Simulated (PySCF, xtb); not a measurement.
GaBr₂, SMILES [Br][Ga+][Br], charge +1.

GFN2-xTB (xtb) at its own geometry gives an orbital gap of 2.28 eV.

Geometry optimised at ωB97X-D3(BJ)/def2-SVP. The multiplicity is an assumed one; no other spin state was optimised. The isomer is the one that the SMILES or the coordinates give; other isomers of the formula were not compared.

Q: What does B3LYP/def2-TZVPD (PySCF) give? (An estimate is asked for; the answer gives what the named calculation found.)

A: gap 5.49 eV (levels -14.39 and -8.90 eV).
